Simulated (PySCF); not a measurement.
Species: C₆H₉F₂N.
Cartesian coordinates in Å at the PBE0-D3(BJ)/def2-SVP level; atoms count from 1:
```xyz
18
C6H9F2N angstrom
C      2.7056   -0.4276    0.1019
C      1.4089   -0.3956    0.4162
C      0.4454    0.6200   -0.0892
C     -0.5228    1.3173    0.8962
N     -1.5890    1.1974   -0.1004
C     -0.8472    0.1826   -0.8354
C     -1.2948   -1.2400   -0.5903
F     -2.5256   -1.4188   -1.1289
F     -1.4107   -1.4963    0.7395
H      3.1494    0.3152   -0.5694
H      3.3733   -1.1921    0.5077
H      1.0036   -1.1533    1.0970
H      0.9715    1.3665   -0.7017
H     -0.6740    0.7201    1.8131
H     -0.2672    2.3506    1.1838
H     -2.5135    0.9287    0.2276
H     -0.8317    0.3161   -1.9332
H     -0.6079   -1.9868   -1.0272
```

Computed with PySCF at B3LYP/def2-SVPD, non-relativistic, on one gas-phase PBE0-D3(BJ)/def2-SVP geometry that isn't relaxed in the solvent. The solvent is an IEF-PCM continuum (van der Waals radii × 1.2). Specific hydrogen bonds and non-electrostatic terms are outside this model.

Gas phase at B3LYP/def2-SVPD: HOMO -6.67 eV, LUMO -0.44 eV, dipole 1.74 D.

Question: What does the continuum do to the energy, the frontier levels and the dipole at B3LYP/def2-SVPD in cyclohexane and dimethylsulfoxide?

Answer: 
```
          solvent      ε  E(solvent) − E(gas) (kJ/mol)  polarisation term (kJ/mol)  distortion of the solute (kJ/mol)  HOMO (eV)  LUMO (eV)  dipole (D)
      cyclohexane  2.017                         -8.90                       -9.30                               0.40      -6.63      -0.33        1.90
dimethylsulfoxide  46.83                        -22.80                      -25.73                               2.93      -6.64      -0.23        2.18
```

The first energy column is the sum of the next two and covers electrostatics alone. From cyclohexane to dimethylsulfoxide the lowering changes by a factor 2.56, Onsager's factor (ε − 1)/(2ε + 1) by 2.40 and ε itself by 23.2.

Question: Which radius a makes the point-dipole formula ΔE = −[(ε − 1)/(2ε + 1)]·μ²/a³ give the value in dimethylsulfoxide, with the gas-phase dipole?

Answer: μ = 0.684 au and |ΔE| = 0.00868 Eh give a = 1.57 Å; the farthest nucleus lies 3.61 Å from the centroid of the nuclei, so such a sphere wouldn't even hold the nuclei. The formula assumes a rigid point dipole at the centre of a sphere.

Question: Give the dipole vector in the frame of the coordinates (D, pointing from negative to positive charge), gas and dimethylsulfoxide.

Answer: Gas (1.74, -0.01, -0.08), solvent (2.16, -0.20, -0.19). Its length changes by +25 % and its direction by 6°.

Question: How does the static polarisability (B3LYP/def2-SVPD, frozen core, with the continuum's full static response) change?

Answer: 
| medium | isotropic (au) | principal values (au) | ⟨r²⟩ of the electrons (bohr²) |
| --- | --- | --- | --- |
| gas | 81.4 | 69.8, 75.7, 98.9 | 1221.4 |
| cyclohexane | 91.1 | 78.6, 84.2, 110.6 | 1221.5 |
| dimethylsulfoxide | 109.5 | 97.9, 100.8, 129.8 | 1221.8 |

The isotropic value in dimethylsulfoxide is 1.34 times the gas-phase one; no cavity-field correction is applied. ⟨r²⟩ is taken about the centre of nuclear charge.

Time: 1.7 min of wall time; peak memory 1.1 GiB. Hardware: AMD EPYC, one thread, no GPU, shared host. This is the whole response run at B3LYP/def2-SVPD in dimethylsulfoxide, SCF included.
